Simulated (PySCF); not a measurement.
Gas-phase reaction: 2 WO2F2 + 3 F2 → 2 WOF4 + 2 FO

Method: PySCF energies plus ideal-gas RRHO corrections (1 bar). † marks an energy on the PBE0/def2-TZVP geometry and frequencies; other levels use their own. MP2 and CCSD(T) freeze the core. Open shells (unrestricted): FO (multiplicity 2, electronic degeneracy 4); the rest are closed-shell singlets. Spin-orbit splitting is ignored; it lowers the true energy and changes the entropy of FO. B3LYP is the form with VWN-RPA correlation. W: scalar-relativistic def2 core potential, no spin-orbit coupling. WO2F2: computed as isolated molecules; such fragments, hydroxides, amides, oligomers or adducts are transient or little studied in the gas. MP2 isn't extrapolated to the basis-set limit; its ΔH°(298 K) is -556.9 kJ in def2-SVP and -536.9 kJ in def2-TZVPP. CCSD(T) isn't extrapolated to the basis-set limit; its ΔH°(298 K) is -617.6 kJ in def2-SVP and -606.5 kJ in def2-TZVPP. The harmonic model lacks anharmonicity and excited electronic states, which grow with temperature; levels with a mode under 35 cm⁻¹ are left out. Soft modes under 120 cm⁻¹ make the harmonic entropy rough for WOF4. Warning, large T1 diagnostic: WO2F2, WOF4 (CCSD(T)/def2-SVP†).

```csv
level,"ΔE electronic, kJ","ΔH°(298 K), kJ","ΔS°(298 K), J/K","ΔG°(1000 K), kJ"
B3LYP/def2-TZVP†,-645,-643,-132,-517
BLYP/def2-TZVP†,-600,-598,-132,-472
CCSD(T)/def2-SVP†,-620,-618,-132,-492
MP2/def2-TZVPP†,-539,-537,-132,-411
PBE0/def2-SVP†,-692,-690,-132,-564
PBE0/def2-TZVP,-657,-655,-132,-529
ωB97X-V/def2-TZVP†,-671,-669,-132,-544
```
ΔH° is lowest at PBE0/def2-SVP† and highest at MP2/def2-TZVPP†. No reference value is set beside these.
